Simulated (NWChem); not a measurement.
System: GeH$_{2}$SO, singlet; SMILES [OH][Ge][SH]

NWChem input:

```
start job
memory heap 200 mb stack 900 mb global 1100 mb
geometry units angstroms noautosym nocenter noautoz
  Ge    -0.442092    -0.551394     0.000000
  O      1.160449    -1.329509     0.000000
  H      1.936469    -0.755360     0.000000
  S      0.266973     1.604811     0.000000
  H     -0.985161     2.111620     0.000000
end
basis spherical
  * library def2-svpd
end
dft
  xc pbe0
  iterations 150
end
property
  response 1 0.0773
end
task dft property
```

Low-valent species are run as closed-shell singlets; no triplet was tried in these runs. Coordinates come from a PBE0/def2-SVP optimisation.

Field at 589 nm.

Problem. What results follow from this input? (PBE0/def2-SVPD.) Quantities: isotropic polarisability (bohr³); anisotropy (bohr³).

Solution. The isotropic polarisability (bohr³) is 63.9 and the anisotropy (bohr³) is 31.1.
